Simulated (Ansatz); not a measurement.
Basis-set series for CH$_{6}$OSiSn (`[SnH3][CH]1O[SiH2]1`). Total charge 0; spin multiplicity 1. Sn takes the def2 core potential. The geometry is a stationary point of PBE0-D4/def2-TZVP.

```tsv
functional	basis	functions	energy (Eh)	HOMO (eV)	LUMO (eV)
PBE0-D4	def2-SVP	102	-620.23300	-7.31	-0.36
PBE0-D4	def2-TZVPP	238	-620.48902	-7.36	-0.73
ωB97M-V	def2-SVP	102	-620.34827	-9.46	1.54
ωB97M-V	def2-TZVPP	238	-620.61069	-9.54	0.94
```

(1) Give the rows for def2-QZVPP. (An estimate is asked.)

Answers

(1) Ansatz gave: 
| functional | basis | functions | energy (Eh) | HOMO (eV) | LUMO (eV) |
| --- | --- | --- | --- | --- | --- |
| PBE0-D4 | def2-QZVPP | 446 | -620.50794 | -7.39 | -0.83 |
| ωB97M-V | def2-QZVPP | 446 | -620.62857 | -9.56 | 0.68 |

Positive LUMOs are unbound and depend on the basis.
